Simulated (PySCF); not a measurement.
C2H5N, charge +1, multiplicity 2. Atoms are numbered in the order given.

```xyz
8

C      0.0478     1.2597     0.0000
N     -0.2080    -0.1142     0.0000
C      0.0663    -1.3122     0.0000
H     -0.3758     1.7092    -0.9017
H     -0.3758     1.7092     0.9017
H      1.1419     1.4043     0.0000
H      1.1148    -1.6472     0.0000
H     -0.7337    -2.0613     0.0000
```
Charge +1, spin multiplicity 2.

The structure is a stationary point at PBE0-D3(BJ)/def2-TZVP. The spin state was assumed, not searched.

Computed with PBE0-D3(BJ)/def2-TZVP (PySCF).

No scaling factor is applied to the harmonic values.

| mode | ν (cm⁻¹) | IR (km/mol) | moving atoms (share of kinetic energy) |
|---|---|---|---|
| 1 | 145 | 1.1 | H 85 %, N 11 % |
| 2 | 235 | 12.5 | N 47 %, H 36 %, C 17 % |
| 3 | 359 | 19.7 | H 53 %, N 37 %, C 10 % |
| 4 | 912 | 6.4 | C 68 %, H 24 %, N 8 % |
| 5 | 970 | 3.1 | H 71 %, C 26 % |
| 6 | 1038 | 34.5 | H 74 %, C 25 % |
| 7 | 1103 | 2.8 | H 64 %, C 21 %, N 15 % |
| 8 | 1116 | 0.8 | H 71 %, C 22 % |
| 9 | 1377 | 27.7 | H 90 %, C 10 % |
| 10 | 1388 | 37.0 | H 91 % |
| 11 | 1393 | 28.8 | H 98 % |
| 12 | 1442 | 19.0 | H 93 % |
| 13 | 1859 | 2.2 | N 56 %, C 41 % |
| 14 | 2967 | 94.2 | H 96 % |
| 15 | 2996 | 46.9 | H 95 % |
| 16 | 3095 | 17.4 | H 93 % |
| 17 | 3109 | 53.9 | H 90 %, C 10 % |
| 18 | 3147 | 18.5 | H 90 %, C 10 % |
